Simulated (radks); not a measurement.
The numbers below are computed, except where a source is named.
Ionisation of Pm2+, [Xe] 4f5, to Pm3+, [Xe] 4f4, under several functionals. Dirac Kohn-Sham, spin-unpolarised, spherical densities, finite nucleus; open shells fill j = l - 1/2 first; a radial shooting solver on a logarithmic mesh with Libxc functionals.

functional                                        E(Pm2+) (hartree)  Exc (hartree)  IE (eV)  -e(HOMO) (eV)  <r> HOMO (bohr)  IE error (eV)
HCTH/407                                                -10031.9873      -235.7089   24.132         15.979            1.014         +1.692
revPBE                                                  -10026.2514      -229.6994   23.212         15.216            1.031         +0.772
SOGGA                                                   -10021.9120      -225.3136   23.209         15.205            1.030         +0.769
LDA (Slater exchange, Perdew-Wang correlation)          -10018.8918      -222.2631   23.592         15.571            1.028         +1.152
BLYP                                                    -10026.7479      -230.1880   23.116         15.148            1.034         +0.676
RPBE                                                    -10026.3613      -229.8091   23.216         15.227            1.032         +0.776
LDA (Slater exchange, Perdew-Zunger correlation)        -10018.8932      -222.2644   23.590         15.570            1.028         +1.150

NIST Atomic Spectra Database: 22.4 eV (semi-empirical). Closest: BLYP. The Delta-SCF values span 1.02 eV, the total energies 13.10 hartree. The highest occupied level is 4f5/2. Spin polarisation and multiplet splitting are left out, so open shells lie too high by an amount that depends on their filling.

Beside tabulated values, note that spin-unpolarised runs miss the spin-polarisation part of the exchange energy of open shells.
